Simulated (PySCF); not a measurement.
A calculated (UHF, PySCF 2.14, aug-cc-pVQZ-DK, the spin-free X2C one-electron Hamiltonian (Gaussian nucleus)) atom or ion has these occupied shells.

```csv
shell,electrons,orbital energy (eV),"rms radius, mean of both spins (bohr)"
1s β,1,-5522.5,0.0768
1s α,1,-5522.4,0.0768
2s α,1,-659.53,0.332
2s β,1,-657.78,0.332
2p α,3,-548.28,0.303
2p β,3,-546.51,0.303
3s α,1,-92.909,1.03
3s β,1,-86.129,1.03
3p α,3,-61.659,1.13
3p β,3,-53.188,1.13
3d α,4,-15.840,1.67
```

Name the element and its charge.

V⁺ (vanadium, charge +1), in [Ar] 3d4, high-spin 5D determinant.
